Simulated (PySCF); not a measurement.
Fill in the blanks.

C2H3F3Se.
SMILES: `C[Se]C(F)(F)F`

Conformer (atom-mapped SMILES and torsion angles): `[CH3:1][Se:2][C:3]([F:4])([F:5])[F:6]`: C1–Se2–C3–F4 -179°.

```tsv
property	level	value
point group	PBE0-D3(BJ)/def2-SVP	?
rotational constants A, B, C	PBE0-D3(BJ)/def2-SVP	3.689, 1.794, 1.539 GHz
dipole moment	PBE0/def2-SVPD	2.22 D
HOMO energy	PBE0/def2-SVPD	-7.09 eV
LUMO energy	PBE0/def2-SVPD	?
lowest singlet excitation	TDDFT PBE0/def2-SVPD	4.78 eV (260 nm, f = 0.000)
strongest line among the 10 lowest singlet transitions	TDDFT PBE0/def2-SVPD	S9 at 8.33 eV (149 nm, f = 0.183)
lowest triplet excitation (Tamm–Dancoff)	TDA PBE0/def2-SVPD	4.21 eV
static isotropic polarisability	PBE0/def2-SVPD	55.8 au
vertical ionisation energy	ΔSCF PBE0/def2-SVPD	9.39 eV
electronic spatial extent ⟨r²⟩ about the centre of nuclear charge	PBE0/def2-SVPD	764 bohr²
13C chemical shifts (computed TMS as zero) by class	GIAO CAM-B3LYP/pcSseg-2	150.5 (1 C), 12.1 (1 C) ppm
1H chemical shifts (computed TMS as zero) by class	GIAO CAM-B3LYP/pcSseg-2	2.19 (3 H) ppm
isotropic shieldings of nuclei other than C and H, by class	GIAO CAM-B3LYP/pcSseg-2	?
largest of the computed one-bond spin–spin couplings (means over like bonds)	B3LYP/pcJ-1 (pcSseg-1 on Se)	?
core binding energies	ΔSCF SCAN, pcX-2 on the ionised atom, pcseg-1 elsewhere, spin-free X2C	C1s 291.7, C1s 298.3, F1s 694.2 (×3) eV
```

The electronic properties come from PySCF, for the isolated species, density fitting. Isolated species at its PBE0-D3(BJ)/def2-SVP geometry, gas phase. The calculation (core ionisation apart) is non-relativistic and has no spin–orbit coupling, an omission that weighs most on selenium. Atoms bound to Se lack the heavy atom's spin–orbit term in their shielding, so their NMR values are less reliable. NMR classes are plain means over equivalent atoms (diastereotopic ones count apart unless rotation or inversion swaps them), as if these changed places fast; in this geometry the members of some classes differ.

Problem. Give the point group.

Solution. Cs.

Problem. The LUMO energy?

Solution. -0.65 eV.

Problem. The largest of the computed one-bond spin–spin couplings (means over like bonds)?

Solution. 19F–13C -402.7 (×3), 13C–1H +152.0 (×3) Hz.

Problem. Give the isotropic shieldings of nuclei other than C and H, by class.

Solution. 227 (3 F), 1321 (1 Se) ppm.

The 10 singlets span 4.78 to 8.68 eV, and their oscillator strengths add up to 0.37. The polarisability is 8.26 Å³ as a volume (1 au = 0.148185 Å³), or 0.73 au for each of the 76 electrons. With B = h/(8π²I), that is 505.379 GHz u Å² over I, the principal moments of inertia are 137.0, 281.7 and 328.5 u Å² (most abundant isotopes); the inertial defect Ic − Ia − Ib is -90.2 u Å² (zero for a rigid planar frame, negative otherwise). The vertical singlet–triplet gap S1 − T1 is 0.57 eV (TDDFT singlet less Tamm–Dancoff triplet; S1: HOMO→LUMO, weight 0.98; T1: HOMO→LUMO, weight 0.95). The ΔSCF ionisation energy exceeds −ε(HOMO) by 2.30 eV with PBE0.
